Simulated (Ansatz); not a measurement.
C2H8Al2Cl2 (`[CH3][Al@H-]1[Cl+][Al@@H-]([CH3])[Cl+]1`). The species carries charge 0 and has multiplicity 1.

```xyz
14

C     0.050   -1.729    1.832
Al    0.589   -1.786   -0.030
Cl    1.901    0.058   -0.479
Al    0.114    1.010   -1.582
C    -0.651    2.392   -0.456
Cl   -1.116   -0.924   -1.322
H    -0.343   -0.748    2.111
H    -0.727   -2.471    2.040
H     0.895   -1.949    2.493
H     1.205   -3.004   -0.817
H     0.504    1.117   -3.105
H    -0.817    2.037    0.565
H     0.008    3.264   -0.401
H    -1.612    2.734   -0.850
```

Problem. List the harmonic frequencies (cm⁻¹, unscaled) at PBE0-D4/def2-TZVP in Ansatz. (Estimate.)

Solution. The calculation gave: 18, 101, 102, 119, 135, 154, 154, 217, 259, 340, 354, 356, 527, 543, 546, 556, 659, 669, 671, 715, 725, 741, 1224, 1227, 1439, 1439, 1442, 1442, 1960, 1963, 3039, 3039, 3120, 3120, 3128, 3128.

Problem. Is this a minimum?

Solution. Yes, all 36 modes are real.

Problem. Give the ideal-gas thermochemistry at 298.15 K and 1 bar (rigid rotor, harmonic oscillator; point group C2v, symmetry number 2).

Solution. Zero-point energy 235.5 kJ/mol; H(298) − E = 268.1 kJ/mol; entropy 441.4 J/(mol·K), of which translation 171.9, rotation 117.6, vibration 151.9; G(298) − E = 136.5 kJ/mol. Modes under 100 cm⁻¹ are hindered rotations or soft bends, so the harmonic entropy is rough.

Problem. And at 400, 500, 600, 800 and 1000 K?

Solution. 
```
T (K)  H − E (kJ/mol)  S (J/mol/K)  G − E (kJ/mol)
  400           286.5        494.4            88.7
  500           306.7        539.5            37.0
  600           328.6        579.4           -19.0
  800           376.3        647.8          -141.9
 1000           428.1        705.5          -277.4
```

Problem. Rotational constants (cm⁻¹)?

Solution. 0.05802, 0.03947, 0.03212.
